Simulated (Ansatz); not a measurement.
F4Ti, SMILES [F][Ti]([F])([F])[F] (connectivity only; charge and spin as stated), charge +1, multiplicity 2.

Geometry: TPSSh-D3(BJ)/def2-SVP. The multiplicity is an assumed one; other spin states were not compared. The isomer is the one that the SMILES or the coordinates give; other isomers of the formula were not compared.

Two levels are set side by side: PBE/def2-SVPD (Ansatz, a first-principles code) and PBE0/def2-SVPD (Ansatz). Energy differences of separate SCF runs at the same geometry; the states with an electron removed or added have multiplicity 3 and 1. Differences are taken from unrounded values.

| quantity | PBE0 |
|---|---|
| vertical ionisation energy (eV) | 22.03 |
| vertical electron affinity (eV) | 12.31 |

**Question.** What does PBE give, and how far is it from PBE0? (Estimate from the structure and the level; the computed values follow.)

**Answer.** 
```
quantity                           PBE  PBE minus PBE0
-------------------------------  -----  --------------
vertical ionisation energy (eV)  21.21           -0.81
vertical electron affinity (eV)  12.02           -0.29
```
